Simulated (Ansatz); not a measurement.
One change: `C[Si](C)(F)C#N` becomes `C[Si](C)(F)I`.

Ansatz, PBE0-D4/def2-TZVP geometries, multiplicity 1. 

Elements past krypton have def2 core potentials.  Spin–orbit coupling is left out; it splits and shifts lone-pair levels of the heavy atoms by tenths of an eV.

| property | `C[Si](C)(F)C#N` |
| --- | --- |
| size of the dipole moment (B3LYP/def2-TZVPP) / D | 4.15 |
| HOMO–LUMO gap (PBE/def2-TZVPP) / eV | 6.42 |
| LUMO energy (ωB97M-V/def2-TZVPP) / eV | 1.50 |
| LUMO energy (PBE0/def2-TZVPP) / eV | -0.58 |
| HOMO–LUMO gap (ωB97M-V/def2-TZVPP) / eV | 13.13 |
| HOMO energy (PBE0/def2-TZVPP) / eV | -9.38 |

(1) What does the change do to each property? (An estimate is asked.)

Results:

(1) Ansatz gave: 
```tsv
property	`C[Si](C)(F)I`	shift
size of the dipole moment (B3LYP/def2-TZVPP) / D	2.44	-1.71
HOMO–LUMO gap (PBE/def2-TZVPP) / eV	5.70	-0.72
LUMO energy (ωB97M-V/def2-TZVPP) / eV	2.01	0.51
LUMO energy (PBE0/def2-TZVPP) / eV	0.15	0.73
HOMO–LUMO gap (ωB97M-V/def2-TZVPP) / eV	11.72	-1.41
HOMO energy (PBE0/def2-TZVPP) / eV	-7.58	1.80
```

With PBE0 the HOMO rises by 1.80 eV and the LUMO rises by 0.73 eV, so the gap narrows by about 1.07 eV. PBE moves the HOMO by 1.58 eV and ωB97M-V by 1.92 eV. Dipoles are sizes alone; their direction can turn.

B3LYP here is the variant with VWN-RPA as its local correlation; programs differ in this.
